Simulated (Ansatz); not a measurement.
Cost and result for the atomization energy of `[SiH3]C#CC=S` (9 atoms, 8 bonds).

```xyz
9

Si    0.9503    0.5092   -1.7030
C     0.1331    0.0258   -0.1451
C    -0.4355   -0.2831    0.8829
C    -1.0719   -0.6512    2.0799
S    -2.6157   -0.3202    2.4376
H     0.1894   -0.0705   -2.8358
H     0.9534    1.9891   -1.7938
H     2.3415   -0.0027   -1.7113
H    -0.4446   -1.1965    2.7886
```

Charge 0, multiplicity 1. Geometry: relaxed with PBE0-D4/def2-TZVP. Program: Ansatz. All runs use 2 threads of an Arm Neoverse V2 on a shared host. Times are those of one run each, without the atoms' runs, and a repeat can differ threefold. Electronic energies, without spin–orbit coupling; frozen cores. CCSD(T)/CBS adds CCSD(T) − MP2 in def2-TZVPP to the MP2 limit, and its time is that of the two runs behind it. T1 = 0.016; the RHF reference is unstable towards UHF. HSE06 is the plane-wave form, built on full-range PBE exchange.

CCSD(T)/CBS is a level of theory with its own doubt, some kJ/mol a heavy atom from the limit and from the frozen cores, so smaller differences don't rank the functionals.

```json
{"level": "revPBE-D4/def2-TZVPP", "functions": "233", "wall time": "2.5 s", "atomization (kcal/mol)": "839.3", "difference from CCSD(T)/CBS": "6.2", "per bond": "0.8"}
{"level": "PBE-D4/def2-TZVPP (with forces)", "functions": "233", "wall time": "3 s", "atomization (kcal/mol)": "860.6", "difference from CCSD(T)/CBS": "27.5", "per bond": "3.4"}
{"level": "PBE0-D4/def2-TZVPP", "functions": "233", "wall time": "3.8 s", "atomization (kcal/mol)": "839.5", "difference from CCSD(T)/CBS": "6.4", "per bond": "0.8"}
{"level": "HSE06-D4/def2-TZVPP", "functions": "233", "wall time": "4.2 s", "atomization (kcal/mol)": "840.5", "difference from CCSD(T)/CBS": "7.4", "per bond": "0.9"}
{"level": "BHLYP-D4/def2-TZVPP", "functions": "233", "wall time": "4.2 s", "atomization (kcal/mol)": "805.5", "difference from CCSD(T)/CBS": "-27.6", "per bond": "-3.5"}
{"level": "CCSD(T)/def2-SVP", "functions": "98", "wall time": "4.5 s", "atomization (kcal/mol)": "788.9", "difference from CCSD(T)/CBS": "-44.2", "per bond": "-5.5"}
{"level": "r2SCAN-D4/def2-TZVPP (with forces)", "functions": "233", "wall time": "6 s", "atomization (kcal/mol)": "839.8", "difference from CCSD(T)/CBS": "6.7", "per bond": "0.8"}
{"level": "B2PLYP/def2-TZVPP", "functions": "233", "wall time": "8 s", "atomization (kcal/mol)": "828.4", "difference from CCSD(T)/CBS": "-4.7", "per bond": "-0.6"}
{"level": "B97M-V/def2-TZVPP", "functions": "233", "wall time": "12 s", "atomization (kcal/mol)": "841.7", "difference from CCSD(T)/CBS": "8.6", "per bond": "1.1"}
{"level": "ωB97M-V/def2-TZVPP (with forces)", "functions": "233", "wall time": "14 s", "atomization (kcal/mol)": "836.2", "difference from CCSD(T)/CBS": "3.1", "per bond": "0.4"}
{"level": "MP2/def2-QZVPP", "functions": "431", "wall time": "30 s", "atomization (kcal/mol)": "844.8", "difference from CCSD(T)/CBS": "11.7", "per bond": "1.5"}
{"level": "CCSD(T)/def2-TZVPP", "functions": "233", "wall time": "2 min", "atomization (kcal/mol)": "810.1", "difference from CCSD(T)/CBS": "-23.0", "per bond": "-2.9"}
{"level": "CCSD(T)/CBS(def2)", "functions": "–", "wall time": "2.5 min", "atomization (kcal/mol)": "833.1", "difference from CCSD(T)/CBS": "0.0", "per bond": "0.0"}
```

In def2-TZVPP, CCSD(T) changes the Hartree–Fock value by +214.3 kcal/mol (the triples alone add +18.6 kcal/mol) and MP2 by +235.4 kcal/mol; breaking electron pairs costs correlation energy, which Hartree–Fock lacks. From BLYP to BHLYP (50 % exact exchange), in def2-TZVPP and without D4, the atomization energy moves by −29.6 kcal/mol: exact exchange takes away binding that semilocal exchange gives to molecules. The D4 term adds +7.6 kcal/mol with B3LYP and +4.0 kcal/mol with PBE0; it sums over pairs of atoms, weighted by their polarisabilities, and B3LYP, whose exchange is more repulsive, gets the larger term.

B3LYP here is the variant with VWN-RPA as its local correlation; programs differ in this.
